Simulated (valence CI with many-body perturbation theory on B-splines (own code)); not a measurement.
**Forbidden lines of Pd⁴¹⁺**

Calculated by valence CI with perturbative core correlation (CI+MBPT): three valence electrons over a frozen Dirac-Fock core [He], a basis of 11 s, 11 p, 10 d, 8 f, 5 g, 2 h functions for each j, with the one-electron correlation potential Σ1, the two-electron term Σ2, the three-electron term Σ3, Breit, model QED; selected CI, second order for the rest, scaled by the run's own slope (own B-spline code, finite nucleus).

The last digits are not significant, and no measured levels were compared; by estimate large intervals hold to a few tenths of a per cent, small ones and those within an open d or f shell to about a per cent.

Lines 1 to 25 of 25 in falling wavelength, among levels below 5263.9 eV, chosen from the decays that carry over 1 % of a level's rate. Wavelengths and rates use the calculated energies. Electric multipoles are in the length gauge, E1 and E2 with the static RPA response of the core. S is in atomic units (e²a₀⁴ for E2 and M2, e²a₀⁶ for E3), for M1 in squared Bohr magnetons. Weak lines are less certain than strong ones. Lines between different terms over intervals too small for the method are left out, as are lines whose strength nearly cancels. The highest levels of a list are the least certain.

Levels are named by their leading jj configuration (3d3/2^4 stands for four electrons in 3d with j = 3/2), which in mixed levels can hold well under half, so a name can repeat and another be missing. Letters in brackets count levels of one name in rising energy.

| λ vac (Å) | Upper | Lower | Type | A (s⁻¹) | S (a.u.) |
| --- | --- | --- | --- | --- | --- |
| 88.51 | (2s 2p1/2 2p3/2) J=3/2 [a] | (2s 2p1/2^2) J=1/2 | M1 | 2.14e+07 | 2.20e+00 |
| 69.79 | (2s^2 2p3/2) J=3/2 | (2s^2 2p1/2) J=1/2 | M1 | 2.61e+07 | 1.31e+00 |
| 3.587 | (2s 2p3/2 3p3/2) J=7/2 | (2s 2p3/2^2) J=3/2 | E2 | 2.72e+09 | 1.16e-05 |
| 3.551 | (2s^2 3p1/2) J=1/2 | (2s^2 2p3/2) J=3/2 | E2 | 1.60e+11 | 1.62e-04 |
| 3.524 | (2s 2p3/2 3p3/2) J=7/2 | (2s 2p3/2^2) J=5/2 | E2 | 4.43e+10 | 1.72e-04 |
| 3.509 | (2s 2p1/2 3p3/2) J=5/2 | (2s 2p1/2 2p3/2) J=5/2 | E2 | 4.51e+10 | 1.28e-04 |
| 3.478 | (2s 2p3/2 3d5/2) J=9/2 | (2s 2p3/2^2) J=5/2 | M2 | 1.74e+09 | 7.89e-06 |
| 3.478 | (2s 2p3/2 3d5/2) J=9/2 | (2s 2p3/2^2) J=5/2 | E3 | 7.50e+07 | 1.47e-05 |
| 3.362 | (2s 2p3/2 3p3/2) J=7/2 | (2s 2p1/2 2p3/2) J=5/2 | E2 | 5.11e+10 | 1.57e-04 |
| 3.351 | (2s 2p1/2 3p3/2) J=5/2 | (2s 2p1/2^2) J=1/2 | E2 | 8.74e+10 | 1.98e-04 |
| 3.338 | (2s 2p3/2 3p3/2) J=7/2 | (2s 2p1/2 2p3/2) J=3/2 [a] | E2 | 6.51e+10 | 1.93e-04 |
| 3.333 | (2s 2p3/2 3p3/2) J=1/2 [b] | (2s 2p1/2 2p3/2) J=3/2 [b] | E2 | 7.51e+10 | 5.52e-05 |
| 3.320 | (2s 2p3/2 3d5/2) J=9/2 | (2s 2p1/2 2p3/2) J=5/2 | M2 | 2.49e+08 | 8.98e-07 |
| 3.320 | (2s 2p3/2 3d5/2) J=9/2 | (2s 2p1/2 2p3/2) J=5/2 | E3 | 9.02e+07 | 1.28e-05 |
| 3.297 | (2s 2p3/2 3d5/2) J=9/2 | (2s 2p1/2 2p3/2) J=3/2 [a] | E3 | 1.42e+08 | 1.91e-05 |
| 3.233 | (2p1/2 2p3/2 3d3/2) J=7/2 | (2s 2p1/2 2p3/2) J=3/2 [b] | E2 | 5.84e+10 | 1.47e-04 |
| 3.230 | (2p1/2 2p3/2 3d5/2) J=7/2 [a] | (2s 2p1/2 2p3/2) J=3/2 [b] | E2 | 7.29e+10 | 1.83e-04 |
| 3.198 | (2p1/2 2p3/2 3d3/2) J=7/2 | (2s 2p1/2 2p3/2) J=5/2 | E2 | 1.34e+11 | 3.21e-04 |
| 3.194 | (2p1/2 2p3/2 3d5/2) J=7/2 [a] | (2s 2p1/2 2p3/2) J=5/2 | E2 | 1.38e+11 | 3.27e-04 |
| 3.184 | (2p1/2 2p3/2 3d5/2) J=9/2 | (2s 2p1/2 2p3/2) J=5/2 | E2 | 4.28e+11 | 1.25e-03 |
| 3.183 | (2p1/2 2p3/2 3d3/2) J=1/2 [a] | (2s 2p1/2 2p3/2) J=3/2 [a] | E2 | 3.77e+11 | 2.20e-04 |
| 3.181 | (2p3/2^2 3d5/2) J=9/2 | (2s 2p3/2^2) J=5/2 | E2 | 4.31e+11 | 1.25e-03 |
| 3.176 | (2p1/2 2p3/2 3d3/2) J=7/2 | (2s 2p1/2 2p3/2) J=3/2 [a] | E2 | 2.34e+11 | 5.41e-04 |
| 3.173 | (2p1/2 2p3/2 3d5/2) J=7/2 [a] | (2s 2p1/2 2p3/2) J=3/2 [a] | E2 | 1.89e+11 | 4.34e-04 |
| 2.600 | (2s 2p3/2 4f7/2) J=9/2 | (2s 2p3/2^2) J=5/2 | E2 | 4.76e+11 | 5.05e-04 |
